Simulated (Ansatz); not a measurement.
One geometry of Ge19PH28⁺, a doped nanocrystal cut from the lattice of germanium (P on a surface site), several levels of theory.

```yaml
crystal:
  periodic: [false, false, false]
  atoms:
    - {symbol: Ge, position_ang: [-3.953507, 2.213890, -0.403547]}
    - {symbol: Ge, position_ang: [-1.445689, -3.305888, 2.890667]}
    - {symbol: Ge, position_ang: [1.789188, -3.618844, -0.348118]}
    - {symbol: P, position_ang: [-1.034728, 1.996343, -2.967941]}
    - {symbol: Ge, position_ang: [1.691259, -0.717271, -3.047556]}
    - {symbol: Ge, position_ang: [-1.072408, -0.773238, -0.236683]}
    - {symbol: Ge, position_ang: [-1.208672, 1.931752, 2.659799]}
    - {symbol: Ge, position_ang: [1.744899, -0.776415, 2.531170]}
    - {symbol: Ge, position_ang: [1.692083, 2.096862, -0.254377]}
    - {symbol: Ge, position_ang: [4.567699, -0.712095, -0.279627]}
    - {symbol: Ge, position_ang: [-2.642938, -1.977523, 1.219389]}
    - {symbol: Ge, position_ang: [-2.487399, 0.670410, -1.628171]}
    - {symbol: Ge, position_ang: [-2.845897, 3.315866, 1.480914]}
    - {symbol: Ge, position_ang: [0.297485, -2.203433, -1.681949]}
    - {symbol: Ge, position_ang: [0.303897, -2.051063, 4.051964]}
    - {symbol: Ge, position_ang: [3.148102, -2.172425, 1.083477]}
    - {symbol: Ge, position_ang: [0.257397, 0.683529, -4.459029]}
    - {symbol: Ge, position_ang: [0.304538, 3.492496, -1.715411]}
    - {symbol: Ge, position_ang: [3.136597, 0.712023, -1.674390]}
    - {symbol: Ge, position_ang: [0.298688, 0.683258, 1.180021]}
    - {symbol: H, position_ang: [-4.501994, 3.252643, -1.424011]}
    - {symbol: H, position_ang: [-5.120244, 1.310686, 0.081857]}
    - {symbol: H, position_ang: [-2.484561, -3.816833, 3.927629]}
    - {symbol: H, position_ang: [-0.826224, -4.525064, 2.154828]}
    - {symbol: H, position_ang: [2.691663, -4.431991, -1.316108]}
    - {symbol: H, position_ang: [0.934483, -4.592519, 0.507272]}
    - {symbol: H, position_ang: [-1.867357, 2.824431, -3.789398]}
    - {symbol: H, position_ang: [2.559937, -1.530771, -4.054331]}
    - {symbol: H, position_ang: [-1.948777, 0.876829, 3.529724]}
    - {symbol: H, position_ang: [-0.360791, 2.842743, 3.591125]}
    - {symbol: H, position_ang: [2.684435, 0.148790, 3.365341]}
    - {symbol: H, position_ang: [2.534563, 3.107931, 0.579343]}
    - {symbol: H, position_ang: [5.494119, -1.532928, -1.218452]}
    - {symbol: H, position_ang: [5.426123, 0.208397, 0.630401]}
    - {symbol: H, position_ang: [-3.562566, -2.858011, 0.327560]}
    - {symbol: H, position_ang: [-3.515313, -0.880644, 1.897210]}
    - {symbol: H, position_ang: [-3.239122, -0.100874, -2.757678]}
    - {symbol: H, position_ang: [-3.958579, 3.773238, 2.463600]}
    - {symbol: H, position_ang: [-2.123608, 4.576062, 0.928843]}
    - {symbol: H, position_ang: [-0.639730, -3.018703, -2.623865]}
    - {symbol: H, position_ang: [1.185273, -3.034096, 4.871160]}
    - {symbol: H, position_ang: [-0.361351, -1.039664, 5.026214]}
    - {symbol: H, position_ang: [4.057019, -3.060060, 1.985331]}
    - {symbol: H, position_ang: [-0.835606, -0.052998, -5.278423]}
    - {symbol: H, position_ang: [0.978369, 1.743926, -5.334392]}
    - {symbol: H, position_ang: [1.060644, 4.280663, -2.818398]}
    - {symbol: H, position_ang: [-0.753444, 4.397636, -1.030557]}
    - {symbol: H, position_ang: [3.952063, 1.642956, -2.622438]}
basis:
  gaussian: {orbitals: def2-SVP, fitting: {mean_field: def2-universal-jkfit}, initial_orbitals: start.molden}
total_charge: 1
hamiltonian: {xc: pbe, dispersion: d4}
scf: {omitted_lower_state_checks: [starts]}
output: {orbitals: {seedname: orbitals}}
```

The file start.molden holds the orbitals of an earlier run on this structure, at another level or in another basis.

```sh
$ ansatz run in.yaml --threads 11 --pin off --events-out ev --progress --plain --max-ram 174080MiB --backend cuda --devices 0, --max-vram 75GiB
```

Shortened log:

```
Functional definition: PBE
5686 factors; integrals over basis functions are off by at most 3.4e-1 eV
mean field evaluation 1: about -1083290.4121 eV, gradient 2.6e1 eV
mean field evaluation 2: about -1083291.3953 eV, gradient 9.4e-1 eV
mean field evaluation 4: about -1083291.3526 eV, gradient 8.8e-2 eV
mean field evaluation 8: about -1083291.3527 eV, gradient 1.8e-5 eV
mean field -1083291.35268279 eV, -39810.2229298408 hartree, gradient 1.8e-5 eV, S^2 0.000000; 0 other end points of the search recorded, 0 dependent functions left out
reference -1083291.35277725 eV, -39810.2229333124 hartree; 325, 325 occupied and 441, 441 virtual orbitals, 5686 factors
Total energy: -1083294.63210028 eV, -39810.3434462110 hartree
Checks for a lower state left out: starts
```

Run time 6.5 s (11 threads of AMD EPYC 7R13 on a shared host and a whole NVIDIA H100 80GB HBM3).

First input, but with `gaussian: {orbitals: def2-TZVP, fitting: {mean_field: def2-universal-jkfit}, initial_orbitals: start.molden}`, `hamiltonian: {xc: pbe0, dispersion: d4}` (abridged; 13 s):

```
Functional definition: PBE0
mean field -1083459.76562931 eV, -39816.4119914710 hartree, gradient 1.7e-5 eV, S^2 0.000000
Total energy: -1083462.76982155 eV, -39816.5223934996 hartree
Checks for a lower state left out: starts
```

The first input with `hamiltonian: {xc: pbe0, dispersion: d4}` (abridged; 8.5 s):

```
Functional definition: PBE0
mean field -1083321.62649832 eV, -39811.3354720415 hartree, gradient 1.7e-5 eV, S^2 0.000000
Total energy: -1083324.63067828 eV, -39811.4458736188 hartree
Checks for a lower state left out: starts
```

First input, but with `gaussian: {orbitals: 6-31G, fitting: {mean_field: def2-universal-jkfit}}`, `hamiltonian: {xc: {name: B3LYP}, dispersion: d4}` (abridged; 6 s):

```
Functional definition: B3LYP
mean field evaluation 16: about -1083436.3759 eV, gradient 3.4e-5 eV
mean field -1083436.37586948 eV, -39815.5524336515 hartree, gradient 3.4e-5 eV, S^2 0.000000
Total energy: -1083441.72306636 eV, -39815.7489395126 hartree
Checks for a lower state left out: starts
```

As the first input, with `gaussian: {orbitals: def2-TZVP, fitting: {mean_field: def2-universal-jkfit}, initial_orbitals: start.molden}`, `hamiltonian: {xc: {name: BHLYP}, dispersion: d4}`, `output: {forces: true, orbitals: {seedname: orbitals}}` (abridged; 19 s):

```
Functional definition: BHLYP
mean field -1083586.03278697 eV, -39821.0522239281 hartree, gradient 8.5e-5 eV, S^2 0.000000
Total energy: -1083591.36365832 eV, -39821.2481298369 hartree
Atom 0 force    -0.297789    -0.036869    -0.117656 eV/Å
Atom 1 force    -0.114746    -0.296268     0.044039 eV/Å
Atom 2 force    -0.027640    -0.250905    -0.019092 eV/Å
Atom 3 force    -0.335937     0.338627    -0.300005 eV/Å
Atom 4 force     0.139175    -0.127339    -0.227379 eV/Å
Atom 5 force    -0.035708     0.042015    -0.037674 eV/Å
Atom 6 force     0.046221    -0.059415     0.263183 eV/Å
Atom 7 force     0.113762     0.172468     0.102743 eV/Å
Atom 8 force     0.121474     0.186745     0.136981 eV/Å
Atom 9 force     0.246920     0.039722    -0.022732 eV/Å
Atom 10 force    -0.210323     0.072821    -0.056526 eV/Å
Atom 11 force    -0.018966    -0.069917    -0.282924 eV/Å
Atom 12 force    -0.055509     0.305361     0.075985 eV/Å
Atom 13 force    -0.138040    -0.062205    -0.112695 eV/Å
Atom 14 force     0.077161     0.029004     0.273891 eV/Å
Atom 15 force     0.139282    -0.116256     0.175625 eV/Å
Atom 16 force    -0.142971     0.128186    -0.177452 eV/Å
Atom 17 force    -0.149953     0.179023    -0.143018 eV/Å
Atom 18 force     0.086380     0.127476    -0.133713 eV/Å
Atom 19 force     0.015460    -0.052039    -0.021211 eV/Å
Atom 20 force     0.150731    -0.286833     0.274116 eV/Å
Atom 21 force     0.300550     0.250232    -0.114639 eV/Å
Atom 22 force     0.281295     0.114480    -0.273920 eV/Å
Atom 23 force    -0.156259     0.318106     0.199708 eV/Å
Atom 24 force    -0.229471     0.203203     0.249021 eV/Å
Atom 25 force     0.236311     0.247786    -0.236011 eV/Å
Atom 26 force     0.411214    -0.429811     0.419096 eV/Å
Atom 27 force    -0.231493     0.204322     0.277651 eV/Å
Atom 28 force     0.190821     0.280239    -0.229829 eV/Å
Atom 29 force    -0.220742    -0.244780    -0.232947 eV/Å
Atom 30 force    -0.243316    -0.231409    -0.219657 eV/Å
Atom 31 force    -0.218097    -0.284226    -0.204234 eV/Å
Atom 32 force    -0.233798     0.208074     0.248233 eV/Å
Atom 33 force    -0.209789    -0.243034    -0.231987 eV/Å
Atom 34 force     0.225449     0.227045     0.235581 eV/Å
Atom 35 force     0.210816    -0.278760    -0.180187 eV/Å
Atom 36 force     0.199597     0.198054     0.328385 eV/Å
Atom 37 force     0.296757    -0.112837    -0.255123 eV/Å
Atom 38 force    -0.188403    -0.320346     0.139775 eV/Å
Atom 39 force     0.250918     0.220013     0.252740 eV/Å
Atom 40 force    -0.236148     0.247500    -0.205335 eV/Å
Atom 41 force     0.163860    -0.258855    -0.246932 eV/Å
Atom 42 force    -0.236967     0.226656    -0.238212 eV/Å
Atom 43 force     0.313430     0.185292     0.213536 eV/Å
Atom 44 force    -0.191225    -0.294145     0.238840 eV/Å
Atom 45 force    -0.192576    -0.206752     0.306997 eV/Å
Atom 46 force     0.318023    -0.244199    -0.185712 eV/Å
Atom 47 force    -0.219742    -0.245251     0.250680 eV/Å
Dipole moment:    -0.253939     0.659957    -0.958946 e Å
Checks for a lower state left out: starts
```

Geometry: PBE-D4/def2-SVP.

The 6-31G sets use Cartesian d functions. B3LYP takes the VWN-RPA correlation. Single mean-field runs in 6-31G, def2-SVP, def2-TZVP are fitted with def2-universal-jkfit.
